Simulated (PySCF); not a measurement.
# Nd³⁷⁺ (neodymium, charge +37) across methods

[Ar] 3d5, high-spin 6S determinant. Computed with PySCF 2.14 in an uncontracted even-tempered set (16 s from 6.2 bohr⁻², ratio 2.5; 11 p from 8.1 bohr⁻², ratio 2.5; 8 d from 8.1 bohr⁻², ratio 2.5; 4 f from 32 bohr⁻², ratio 2.7; 3 g from 49 bohr⁻², ratio 2.7), with the non-relativistic Hamiltonian (point nucleus).

```json
{"method": "PBE0", "E (hartree)": "-8302.12", "mean ε 3p α (eV)": "-2843.4", "mean ε 3p β (eV)": "-2815.4", "mean ε 3d α (eV)": "-2614.0", "Σ⟨r²⟩ (bohr²)": "0.9903", "⟨S²⟩": "8.750"}
{"method": "BP86", "E (hartree)": "-8303.09", "mean ε 3p α (eV)": "-2825.5", "mean ε 3p β (eV)": "-2805.0", "mean ε 3d α (eV)": "-2599.6", "Σ⟨r²⟩ (bohr²)": "0.9901", "⟨S²⟩": "8.750"}
{"method": "r2SCAN", "E (hartree)": "-8302.60", "mean ε 3p α (eV)": "-2835.1", "mean ε 3p β (eV)": "-2807.9", "mean ε 3d α (eV)": "-2604.9", "Σ⟨r²⟩ (bohr²)": "0.9901", "⟨S²⟩": "8.750"}
{"method": "UHF", "E (hartree)": "-8301.61475", "mean ε 3p α (eV)": "-2895.9", "mean ε 3p β (eV)": "-2846.5", "mean ε 3d α (eV)": "-2655.6", "Σ⟨r²⟩ (bohr²)": "0.9899", "⟨S²⟩": "8.750"}
{"method": "LDA", "E (hartree)": "-8295.43", "mean ε 3p α (eV)": "-2823.8", "mean ε 3p β (eV)": "-2803.2", "mean ε 3d α (eV)": "-2599.0", "Σ⟨r²⟩ (bohr²)": "0.9910", "⟨S²⟩": "8.750"}
{"method": "BLYP", "E (hartree)": "-8302.70", "mean ε 3p α (eV)": "-2825.0", "mean ε 3p β (eV)": "-2804.0", "mean ε 3d α (eV)": "-2599.4", "Σ⟨r²⟩ (bohr²)": "0.9904", "⟨S²⟩": "8.750"}
{"method": "PBE", "E (hartree)": "-8301.89", "mean ε 3p α (eV)": "-2825.3", "mean ε 3p β (eV)": "-2804.2", "mean ε 3d α (eV)": "-2599.5", "Σ⟨r²⟩ (bohr²)": "0.9905", "⟨S²⟩": "8.750"}
```

A non-relativistic calculation at this Z misses sizeable relativistic shifts. Spin-orbit coupling, which splits the p, d and f shells strongly at this Z, is absent. Spin-orbit coupling is strong in this species (close to jj coupling), so the high-spin LS determinant is a model state, not a physical level.
